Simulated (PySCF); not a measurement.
Si(I)(OH) (HIOSi), SMILES O[Si]I (connectivity only; charge and spin as stated), neutral, multiplicity 1. Atoms are numbered in the order given.

```xyz
4

Si     0.6884    -1.5799     0.0000
I     -0.0469     0.8276     0.0000
O     -0.7944    -2.3086     0.0000
H     -0.7978    -3.2734     0.0000
```
Charge 0, spin multiplicity 1.

Coordinates come from a B3LYP-D3(BJ)/def2-TZVP optimisation. The def2 effective core potentials stand for the cores of I; spin–orbit coupling is left out. One conformer was computed; it need not be the lowest.

Calculation: TDDFT-PBE0/def2-SVPD in PySCF.

Vertical excitations. Isolated molecule, no solvent. State labels are in the subgroup Cs.

Computed UV-visible absorptions:
```csv
state,symmetry,energy (eV),λ (nm),f,main pairs
S1,A",3.56,349,0.013,HOMO→LUMO 99 %
S2,A",3.99,311,0.005,HOMO−1→LUMO 99 %
S3,A',4.39,282,0.014,HOMO−2→LUMO 91 %
S4,A',5.55,224,0.142,"HOMO→LUMO+1 58 %, HOMO−1→LUMO+1 28 %, HOMO−1→LUMO+2 10 %"
S5,A",5.79,214,0.003,HOMO−2→LUMO+1 95 %
S6,A',5.82,213,0.122,"HOMO−1→LUMO+1 46 %, HOMO→LUMO+2 38 %, HOMO→LUMO+1 12 %"
S7,A',5.95,208,0.192,"HOMO→LUMO+2 57 %, HOMO−1→LUMO+1 23 %, HOMO→LUMO+1 9 %"
S8,A",6.49,191,0.004,HOMO−2→LUMO+2 94 %
S9,A',6.74,184,0.271,"HOMO−1→LUMO+2 61 %, HOMO→LUMO+3 27 %"
S10,A',6.99,177,0.243,"HOMO→LUMO+3 67 %, HOMO−1→LUMO+2 17 %"
T1,A",2.32,535,0,HOMO→LUMO 88 %
T2,A',3.71,334,0,HOMO−2→LUMO 99 %
T3,A",3.77,328,0,HOMO−1→LUMO 90 %
T4,A',4.21,295,0,HOMO→LUMO+1 89 %
```
Triplets are in the Tamm–Dancoff approximation, which puts them higher than full response would, so one can lie above its singlet here.
